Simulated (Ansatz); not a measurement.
`C[Se][GaH2]` at its PBE0-D4/def2-TZVP geometry, where that method's forces vanish. Total charge 0; spin multiplicity 1.

```xyz
8

C    -0.0954   -0.8600    1.1629
Se    1.0325    0.6577    0.6447
Ga    0.1631    1.1132   -1.4421
H    -0.6272   -0.5967    2.0748
H     0.5471   -1.7192    1.3431
H    -0.8068   -1.0888    0.3721
H     0.7995    2.2968   -2.2353
H    -1.0128    0.1970   -1.9203
```

**Question.** What forces (eV/Å) does ωB97M-V/def2-TZVPP give on these atoms in Ansatz? (Estimate.)

**Answer.** The calculation gave: 
```
C1  -0.034 -0.049  0.020
Se2 -0.001  0.042 -0.067
Ga3 -0.019  0.006 -0.040
H4   0.039 -0.043 -0.086
H5  -0.077  0.068 -0.014
H6   0.050  0.003  0.077
H7  -0.063 -0.110  0.068
H8   0.106  0.084  0.041
```
